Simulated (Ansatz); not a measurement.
Basis sets compared for GaMe2(acac) (C7H13GaO2). Total charge 0; singlet. Geometry r2SCAN-D4/def2-SVP. Ansatz on 2 threads of AMD EPYC 7R13 on a shared host and a share (18 GiB) of an NVIDIA H100 80GB HBM3; times are rough, and most runs start from earlier orbitals.

```xyz
23

Ga    0.1801   -0.2761    1.5665
C     1.0367    1.2081    2.5190
H     1.3323    1.9961    1.8082
H     1.9395    0.8801    3.0587
H     0.3519    1.6563    3.2569
C    -0.4818   -2.0117    2.1921
H    -0.9889   -2.5441    1.3719
H    -1.1986   -1.9012    3.0214
H     0.3451   -2.6468    2.5487
O     1.2816   -0.6401   -0.0175
C     0.9949   -0.3467   -1.2269
C     2.0379   -0.7270   -2.2392
C    -0.1915    0.2865   -1.6467
C    -1.2372    0.6811   -0.7889
C    -2.4604    1.3433   -1.3570
O    -1.2467    0.5211    0.4780
H     1.7588   -0.4556   -3.2651
H     2.9896   -0.2397   -1.9734
H     2.2149   -1.8128   -2.1795
H    -0.3113    0.4809   -2.7134
H    -2.4312    1.4320   -2.4502
H    -2.5640    2.3449   -0.9094
H    -3.3517    0.7714   -1.0541
```

The 6-31G sets use Cartesian d functions. Single mean-field runs in def2-TZVP are fitted with def2-universal-jkfit.

Binding counts from free atoms (Ga doublet, C triplet, H doublet, O triplet) in the same basis, without a counterpoise term.

| level | functions | energy (Eh) | HOMO (eV) | LUMO (eV) | binding per atom (eV) | wall time |
| --- | --- | --- | --- | --- | --- | --- |
| HF/STO-3G | 76 | -2318.0613 | -5.98 | 5.41 | – | 1.3 s |
| HF/6-31G | 136 | -2345.2220 | -9.23 | 2.21 | 3.01 | 1.8 s |
| PBE-D4/def2-SVP | 223 | -2348.5944 | -5.47 | -2.30 | 4.44 | 3 s |
| PBE0-D4/def2-SVP | 223 | -2348.6745 | -6.63 | -1.47 | 4.37 | 3.1 s |

Problem. Estimate the rows for PBE-D4/def2-TZVP, PBE0-D4/def2-TZVP (with forces).

Solution. 
```json
{"level": "PBE-D4/def2-TZVP", "functions": "405", "energy (Eh)": "-2349.3146", "HOMO (eV)": "-5.58", "LUMO (eV)": "-2.45", "binding per atom (eV)": "4.39", "wall time": "3.1 s"}
{"level": "PBE0-D4/def2-TZVP (with forces)", "functions": "405", "energy (Eh)": "-2349.3868", "HOMO (eV)": "-6.69", "LUMO (eV)": "-1.57", "binding per atom (eV)": "4.31", "wall time": "3.2 s"}
```
